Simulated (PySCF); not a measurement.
## Working out the ionisation energy of Sc

Sc [Ar] 3d1 4s2 (2D) → Sc⁺ [Ar] 3d1 4s1 (3D). Calculation: PySCF 2.14, in cc-pVDZ (6s5p3d1f, 43 functions); the non-relativistic Hamiltonian (point nucleus). Frozen: [Ar]. Energies in hartree (1 hartree = 27.21139 eV):

```tsv
part	Sc (lower)	Sc⁺ (upper)
UHF	-759.737891	-759.540573
MP2 opposite-spin	-0.023890	0.000000
MP2 same-spin	-0.002407	-0.002396
```

What does Hartree-Fock give?

(-759.540573) − (-759.737891) = 0.197318 hartree = 5.369 eV.

What do MP2 and SCS-MP2 (6/5 opposite-spin, 1/3 same-spin) give?

The opposite-spin parts differ by 0.650 eV and the same-spin parts by 0.000 eV. MP2: 5.369 + (0.650) + (0.000) = 6.019 eV. SCS-MP2: 5.369 + 1.2 × (0.650) + (0.000)/3 = 6.149 eV.

Measured between the centres of the two terms (NIST): 6.562 eV, so MP2 (valence) is off by -0.543 eV.

The calculation is non-relativistic.

A double-zeta basis recovers only part of the correlation energy.

What remains against the reference includes basis incompleteness, the frozen core and correlation beyond second order.
